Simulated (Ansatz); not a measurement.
## Ansatz (development build ahead of 0.2.0) run

```yaml
crystal:
  periodic: [false, false, false]
  atoms:
    - { symbol: C, position_ang: [2.8986, 0.0, 0.0] }
    - { symbol: C, position_ang: [2.61155, 1.25766, 0.0] }
    - { symbol: C, position_ang: [1.80725, 2.26622, 0.0] }
    - { symbol: C, position_ang: [0.645, 2.82593, 0.0] }
    - { symbol: C, position_ang: [-0.645, 2.82593, 0.0] }
    - { symbol: C, position_ang: [-1.80725, 2.26622, 0.0] }
    - { symbol: C, position_ang: [-2.61155, 1.25766, 0.0] }
    - { symbol: C, position_ang: [-2.8986, 0.0, 0.0] }
    - { symbol: C, position_ang: [-2.61155, -1.25766, 0.0] }
    - { symbol: C, position_ang: [-1.80725, -2.26622, 0.0] }
    - { symbol: C, position_ang: [-0.645, -2.82593, 0.0] }
    - { symbol: C, position_ang: [0.645, -2.82593, 0.0] }
    - { symbol: C, position_ang: [1.80725, -2.26622, 0.0] }
    - { symbol: C, position_ang: [2.61155, -1.25766, 0.0] }
basis:
  gaussian: { orbitals: def2-TZVP }
hamiltonian:
  xc: { name: wB97X }
```

The input is written out in the form of the current development build from the run's settings.

The run gave:

```json
{
 "Converged": "yes",
 "Total energy": "-532.95201 hartree",
 "Spin squared of the determinant": "0.000",
 "Stability test": "minimum among restricted orbitals"
}
```
